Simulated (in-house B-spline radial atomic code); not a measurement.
Results of a calculation; reference values are marked as such.
# Building a PAW p channel for I, r_c = 1.86 bohr

I, [Kr] 4d10 5s2 5p5, non-relativistic LDA (VWN5), spherical and spin-unpolarised, from a B-spline radial code for spherical atoms (atomic units; all potentials screened as in the neutral atom).

Two all-electron partial waves φ1, φ2 are integrated outwards at E1 = ε(5p) = -0.267904 and E2 = E1 + 2 hartree; φ1 is the bound orbital and φ2 has unit norm inside r_c = 1.8648 bohr. Smooth partners are polynomials, r^2(a0 + a1 r² + a2 r⁴ + a3 r⁶), matched to φ and three derivatives at r_c, with no condition on the norm. The local potential is -10.5182 + (7.43599) r² + (-2.19619) r⁴ + (0.239457) r⁶ inside 1.5268 bohr and the all-electron one outside.

```
wave     φ(r_c)    φ'(r_c)         a0          a1          a2            a3
   1  0.6988954  0.1509787  0.2774639  0.03363608  -0.0250476   0.002602506
   2  0.5170663  -2.619462   1.654696  -0.6154766  0.05074186  0.0004918014
```

Inside r_c the overlaps are <φi φj> = [[0.26144, 0.47720], [0.47720, 1.00000]] and, for the smooth waves, [[0.26846, 0.55376], [0.55376, 1.39047]]. With χj = (Ej − T − V_local) applied to smooth wave j, the program's quadrature gives the matrix B_ij = <smooth i, χj> as [[0.34217, 1.25413], [1.10100, 4.23090]].

Check the match of the first wave, and find the augmentation charges q_ij.

At r_c the four terms are 0.96487, 0.40676, -1.05332, 0.38058, which sum to 0.6989, φ1(r_c) to rounding. q_ij is the all-electron overlap less the smooth one: [[-0.00701, -0.07657], [-0.07657, -0.39047]]. The smooth first wave has a norm of 0.2685 inside r_c against 0.2614, so q11 is negative and must stay small enough for the overlap operator to be positive.

B isn't symmetric. Show that D_ij = B_ij + Ej q_ij is.

Integrating by parts gives B12 − B21 = (E1 − E2) q12: 1.25413 − (1.10100) = 0.15313, and −2 × (-0.07657) = 0.15313. So D12 = 1.25413 + (1.732096)(-0.07657) = 1.12151 and D21 = 1.10100 + (-0.267904)(-0.07657) = 1.12151; D11 = 0.34405, D22 = 3.55457. The projectors, p = (B⁻¹)ᵀ χ, are dual to the smooth waves; det B = 0.067.

Solving (T + V_local + Σ p D p) ψ = E (1 + Σ p q p) ψ in a sphere of 9 bohr, whose wall lifts the free-atom level a little, gives these levels:

```tsv
all-electron	one projector	two projectors
-0.267842	-0.267842	-0.267842
0.093755	0.092655	-0.137970
0.420562	0.409997	0.094014
0.912903	0.806184	0.420994
1.556260	1.087660	0.913244
```

What does the second projector gain?

With one projector the errors are 0.00, -1.10, -10.56, -106.72 millihartree, and the level at 1.0877 is out of step with the all-electron series: an extra state, or one far too low, so the pairing ends there. With two the errors are 0.00 millihartree, and the level at -0.1380 is out of step with the all-electron series: an extra state, or one far too low, so the pairing ends there; skipping it, the next levels are off by +0.3, +0.4, +0.3 millihartree. The lowest eigenvalue of the overlap operator is 0.9326 with one and 0.2398 with two projectors. The smooth orbital alone needs a cutoff of 7.53 hartree for 1 millihartree of kinetic energy, against 8.49 for a norm-conserving Troullier-Martins orbital of the same radius, which is no gain while the set fails.
